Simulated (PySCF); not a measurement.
**Ionisation energy of S²⁺ by level of theory**

S²⁺ [Ne] 3s2 3p2 (3P) → S³⁺ [Ne] 3s2 3p1 (2P), as a difference of total energies. All numbers are calculated (PySCF 2.14, no relativity, point nucleus, in dyall-acv3z). Correlated levels: valence: [Ne] frozen; valence and next inner shell: 1s2 frozen; virtual orbitals above 40 to 60 times the deepest correlated orbital energy dropped. The calculations carry no spin-orbit coupling.

```tsv
method	ionisation energy (eV)
UHF	34.159
LDA	34.880
PBE	34.833
PBE0	34.875
r2SCAN	35.029
r2SCANh	35.018
PBEsol	34.786
TPSS	34.895
MP2 (valence)	34.653
MP2 (valence and next inner shell)	34.713
```

Q: Estimate what SCS-MP2 (valence and next inner shell) gives.

A: 34.608 eV, closest to MP2 (valence) among the rows shown.

Q: Estimate what SCS-MP2 (valence) gives.

A: 34.556 eV, closest to MP2 (valence) among the rows shown.

A first-order spin-orbit estimate (lowest level to lowest level, LS coupling) adds -0.009 eV.

Errors of the correlated levels include the incompleteness of this basis and the frozen core.

For comparison: 34.86 ± 0.04 eV (semi-empirical (NIST evaluation); NIST Atomic Spectra Database, ionization energies).
